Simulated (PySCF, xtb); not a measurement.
SiFH2I, SMILES F[SiH2]I.

GFN2-xTB (xtb) at its own geometry gives an orbital gap of 5.61 eV and a dipole moment of 4.85 D.

Coordinates come from a B3LYP-D3(BJ)/def2-TZVP optimisation. The def2 effective core potentials stand for the cores of I; spin–orbit coupling is left out.

Q: What does PySCF with ωB97X/def2-TZVPD give? (An estimate is asked for; the answer gives what the named calculation found.)

A: gap 11.19 eV (levels -10.16 and 1.03 eV), dipole 1.28 D.
